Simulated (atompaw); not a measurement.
## u(r) = r·R(r): atom against pseudo-atom (phosphorus)

Columns: radius, all-electron u(r) and pseudo u(r) of the 3p shell (level -5.51 eV) of phosphorus in the configuration [Ne] 3s2 3p3; PBE, scalar-relativistic, PAW (atompaw) scheme, atompaw 4.2.0.5.

```csv
r (bohr),all-electron,pseudo
0.085,-0.1050,0.0051
0.169,-0.2313,0.0201
0.254,-0.2921,0.0448
0.338,-0.2865,0.0776
0.423,-0.2334,0.1184
0.508,-0.1516,0.1652
0.592,-0.0570,0.2160
0.677,0.0430,0.2703
0.762,0.1409,0.3257
0.846,0.2316,0.3801
0.931,0.3151,0.4332
1.015,0.3885,0.4824
1.100,0.4535,0.5279
1.185,0.5093,0.5680
1.269,0.5557,0.6020
1.354,0.5942,0.6303
1.438,0.6242,0.6522
1.523,0.6473,0.6685
1.608,0.6637,0.6792
1.692,0.6741,0.6849
1.777,0.6795,0.6864
1.862,0.6802,0.6843
1.946,0.6772,0.6791
2.031,0.6708,0.6715
2.115,0.6617,0.6618
2.200,0.6502,0.6502
```

Task: How many radial nodes do the two functions have?

Result: The all-electron 3p function has n − l − 1 = 1; the pseudo-wave has 0, since the states of the same l below it are removed with the core.

Task: Where does each function peak?

Result: Outermost all-electron maximum near 1.86 bohr, pseudo maximum near 1.78 bohr (to the table’s step).

Task: Is the pseudo-wave norm-conserving?

Result: No, it belongs to a PAW set: the norm inside the radius is not constrained, and the difference is carried by the augmentation charge.
